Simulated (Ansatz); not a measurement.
Species: C4H4NS, charge 0, multiplicity 2. It need not be the lowest isomer of its formula. SMILES: Nc1[c]scc1
Geometry from a B3LYP-D3(BJ)/def2-TZVP (Ansatz, a program for electronic structure) optimisation:
```
C
N 1 1.3464
H 2 1.0053 1 122.64
H 2 1.0072 3 119.46 1 -180.00
C 1 1.4380 2 123.58 3 0.00
C 5 1.3542 1 111.08 2 180.00
H 6 1.0801 5 127.20 1 180.00
H 5 1.0819 6 124.33 7 0.00
C 1 1.4392 2 119.22 3 -180.00
S 9 1.6850 1 105.33 2 180.00
```
Charge 0, spin multiplicity 2.

Atomisation energy built up term by term with Ansatz (kcal/mol; UHF references for open shells; valence terms freeze the core; atomic spin-orbit terms are left out). Basis-set limits of correlation are two-point, X^-3; Hartree-Fock from the larger set.

The UHF reference is spin-contaminated (<S^2> 0.10 over the pure value in the largest basis). 

```csv
term,basis,kcal/mol
Hartree-Fock,cc-pV(Q+d)Z,?
CCSD correlation,"CBS(cc-pV(T+d)Z,cc-pV(Q+d)Z)",?
(T),"CBS(cc-pV(T+d)Z,cc-pV(Q+d)Z)",27.79
core correlation,cc-pwCVTZ,5.38
scalar relativity (X2C),cc-pVTZ-DK against cc-pVTZ,-1.19
sum: De,,?
```

**Question.** Some entries are withheld; supply them.

**Answer.** 
- Hartree-Fock, kcal/mol: 690.17
- CCSD correlation, kcal/mol: 287.16
- sum: De, kcal/mol: 1009.3
